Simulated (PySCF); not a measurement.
Sn(Cl)2(OMe)(NH2) (CH₅Cl₂NOSn), SMILES C[O][Sn]([NH2])([Cl])[Cl].

Coordinates come from a r2SCAN-D4/def2-SVP optimisation. The def2 effective core potentials stand for the cores of Sn; spin–orbit coupling is left out. One conformer was computed; it need not be the lowest.

Two levels are set side by side: PBE/def2-TZVP (PySCF) and M06-2X/def2-TZVP (PySCF). Same geometry, gas phase. Differences are taken from unrounded values.

```tsv
quantity	PBE
orbital gap (eV)	3.47
highest occupied level (eV)	-6.68
lowest empty level (eV)	-3.21
dipole moment (D)	2.45
mean polarisability (bohr³)	90.5
```

Task: These are the PBE values. What does M06-2X give? (Estimate from the structure and the level; the computed values follow.)

Result: 
| quantity | M06-2X | PBE minus M06-2X |
|---|---|---|
| orbital gap (eV) | 8.61 | -5.14 |
| highest occupied level (eV) | -9.82 | 3.14 |
| lowest empty level (eV) | -1.21 | -2.00 |
| dipole moment (D) | 2.42 | 0.03 |
| mean polarisability (bohr³) | 83.8 | 6.7 |

PBE's occupied levels lie high since its potential decays too fast outside the molecule; exact exchange lowers them and widens the gap. PBE's more diffuse valence density responds more strongly to a field. Differences between two approximate levels are no errors against the true value.

Rough cost on one machine, each run with all the roots and properties that it gave: M06-2X against PBE about 3 times.
